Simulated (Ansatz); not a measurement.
Molecule: Ge2, charge 0, multiplicity 3. SMILES: [Ge]=[Ge]
Geometry from a B3LYP-D3(BJ)/def2-TZVP (Ansatz, a first-principles code) optimisation:
```xyz
2

Ge     0.0000     0.0000    -1.2033
Ge     0.0000     0.0000     1.2033
```
Charge 0, spin multiplicity 3.

Property: vertical electron affinity (to the doublet state of charge -1; a negative value means that the extra electron is unbound and the number depends on the basis; each state is the SCF solution reached for its spin; for the doublet the Hartree-Fock reference is unstable and T1 is 0.020), in eV. Correlated levels leave the core frozen unless marked. UHF or UKS for open shells. No spin-orbit coupling. The frozen core is the preceding noble-gas configuration, with the filled d and f shells of earlier blocks. No relativistic terms. Anions need diffuse functions: aug- sets have them; def2-D sets add few. 

| level | program | vertical electron affinity (eV) |
|---|---|---|
| PBE/def2-TZVPD | Ansatz | 1.65 |
| r2SCAN/def2-TZVPD | Ansatz | 1.72 |
| B3LYP/def2-TZVPD | Ansatz | 1.64 |
| PBE0/def2-TZVPD | Ansatz | 1.60 |
| CAM-B3LYP/def2-TZVPD | Ansatz | 1.53 |
| wB97X-V/def2-TZVPD | Ansatz | 1.53 |
| CCSD/aug-cc-pVDZ | Ansatz | 1.68 |
| CCSD/def2-SVPD | Ansatz | 1.41 |
| CCSD/aug-cc-pVTZ | Ansatz | 1.81 |
| CCSD/def2-TZVPPD | Ansatz | 1.55 |
| CCSD/aug-cc-pVQZ | Ansatz | 1.84 |
| CCSD(T)/aug-cc-pVDZ | Ansatz | 1.80 |
| CCSD(T)/def2-SVPD | Ansatz | 1.52 |
| CCSD(T)/aug-cc-pVTZ | Ansatz | 1.97 |
